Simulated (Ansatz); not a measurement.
```yaml
crystal:
  periodic: [false, false, false]
  atoms:
    - {symbol: I, position_ang: [1.078838, -0.231670, 0.616570]}
    - {symbol: I, position_ang: [-1.139044, 0.265230, -0.594063]}
basis:
  gaussian: {orbitals: def2-mTZVPP}
total_charge: 1
magnetization: {spin_polarized: true, initial_magnetization: 7}
hamiltonian: {xc: {name: wB97M-V}}
```

```sh
$ ansatz run in.yaml --threads 2 --pin off --events-out ev --progress --plain --max-ram 32768MiB --backend cpu
```

Shortened log:

```
Functional definition: wB97M-V
668 factors; integrals over basis functions are off by at most 1.2e-4 eV
158 factors; integrals over basis functions are off by at most 6.9e-5 eV
mean field evaluation 1: about -16164.3782 eV, gradient 5.2e0 eV
mean field evaluation 2: about -16164.5188 eV, gradient 1.7e0 eV
mean field evaluation 4: about -16164.5325 eV, gradient 4.8e-1 eV
mean field evaluation 8: about -16164.7844 eV, gradient 8.9e-2 eV
mean field evaluation 16: about -16164.7853 eV, gradient 3.0e-5 eV
mean field -16164.78529242 eV, -594.0449026116 hartree, gradient 4.7e-6 eV, S^2 15.752541; 2 other end points of the search recorded, 0 dependent functions left out
reference -16164.78532790 eV, -594.0449039154 hartree; 28, 21 occupied and 44, 51 virtual orbitals, 668 factors
Total energy: -16164.78532790 eV, -594.0449039154 hartree
```

Problem. Something in this input is off. What?

Solution. The spin is set far too high for this molecule. Self-consistency was reached. The result belongs to that input, not to the molecule as meant.
